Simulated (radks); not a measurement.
Values are calculated unless marked as measured or tabulated.
Q: F I, configuration 1s1 2s2 2p5 3s1 (not the ground configuration). Code: a radial shooting solver on a logarithmic mesh with Libxc functionals. Model: scalar-relativistic Kohn-Sham, LDA (Slater exchange, Perdew-Wang correlation), spin-polarised, spherical densities, finite nucleus; open shells are filled with parallel spins first; Fermi nuclear charge, rms radius 2.8976 fm. Some entries of the table are withheld. Estimate them.

orbital  occ.  eigenvalue (eV)  <r> (bohr)  r(max) (bohr)
1s up       1        -756.4530      0.1703         0.1119
1s down     0        -710.2623      0.1746         0.1139
2s up       1         -45.5012      0.9036         0.7040
2s down     1         -41.4433      0.9362         0.7266
2p up       3         -27.4255         (1)         0.5942
2p down     2         -23.7042         (2)         0.6215
3s up       1              (3)       4.281          3.495
3s down     0              (4)       4.735          3.705
3p up       0          -1.0587       5.824            (5)
3p down     0          -0.4414       7.383            (6)
4s up       0          -0.0626       16.32          11.75

A: 
(1) 2p up <r> (bohr): 0.8692
(2) 2p down <r> (bohr): 0.9171
(3) 3s up eigenvalue (eV): -2.8874
(4) 3s down eigenvalue (eV): -1.9178
(5) 3p up r(max) (bohr): 4.712
(6) 3p down r(max) (bohr): 5.751
